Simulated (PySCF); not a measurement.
# Simulated absorption spectrum

C₅H₁₄Ge₂O.
InChI=1S/C5H14Ge2O/c6-8-7-4-2-1-3-5-7/h7H,1-5H2,6H3

Computed, not measured: TDDFT PBE0/def2-SVPD, vertical, gas phase, core orbitals frozen in the response in PySCF. Geometry: PBE0-D3(BJ)/def2-SVP, one conformer, isolated molecule. Relativistic effects, spin–orbit coupling among them, are left out although an element past zinc is present.

Broadening: Gaussians 0.25 eV wide at half height, area fixed by f = 4.319×10⁻⁹ ∫ε dν̃. The width is an assumption, not a result. The curve ends short of the highest state used, and states not computed would add to its high-energy end.

E (eV), ε (L mol⁻¹ cm⁻¹) and a bar:
```
     5.72          2 
     5.76          6 
     5.81         25 
     5.86         77 #
     5.90        163 ###
     5.95        341 #####
     6.00        570 #########
     6.05        764 ############
     6.09        823 #############
     6.14        740 ############
     6.19        532 ########
     6.23        349 ######
     6.28        170 ###
     6.33         71 #
     6.38         40 #
     6.42         55 #
     6.47        125 ##
     6.52        268 ####
     6.56        440 #######
     6.61        696 ###########
     6.66        914 ###############
     6.71        990 ################
     6.75        923 ###############
     6.80        736 ############
     6.85        573 #########
     6.89        545 #########
     6.94        672 ###########
     6.99        954 ###############
     7.04       1384 ######################
     7.08       1886 ##############################
```

**Question.** Where are the band maxima, and which computed states make them?

**Answer.** 204 nm (6.09 eV), ε about 820, made up of S1 (100%); 185 nm (6.71 eV), ε about 990, made up of S3 (90%) (ε in L mol⁻¹ cm⁻¹; maxima over ε = 5, shares over 10%). At its high-energy end, 7.08 eV, the curve is still rising (ε about 1900, from S4, S5 and S6). The states used: S1 6.09 eV (f 0.0076); S2 6.61 eV (f 0.0013); S3 6.71 eV (f 0.0083); S4 7.04 eV (f 0.0074); S5 7.23 eV (f 0.0066); S6 7.26 eV (f 0.031); S7 7.37 eV (f 0.0002); S8 7.40 eV (f 0.026); S9 7.61 eV (f 0.011); S10 7.68 eV (f 0.024).

**Question.** Coming from long wavelengths, where does ε first pass 100 L mol⁻¹ cm⁻¹?

**Answer.** At about 211 nm (5.87 eV), 0.22 eV below S1.

**Question.** What would ε be at 6.71 eV, the highest of these maxima, with half the width (0.125 eV)?

**Answer.** About 1830 L mol⁻¹ cm⁻¹ against 991, a factor of about 1.8; a lone state at its own centre would give exactly 2.

**Question.** On this curve, what absorbance would a 10⁻³ mol/L sample give at 193 nm over a 1 cm path?

**Answer.** 193 nm is 6.424 eV, where ε is about 58 L mol⁻¹ cm⁻¹, so A = ε c l ≈ 0.058 (Beer–Lambert, with the gas-phase spectrum and the assumed width).

All these states lie below the vertical ionisation energy of 8.89 eV (ΔSCF).

Without π bonds the low states are Rydberg-like; a valence basis with one diffuse set may place them up to an eV too high.
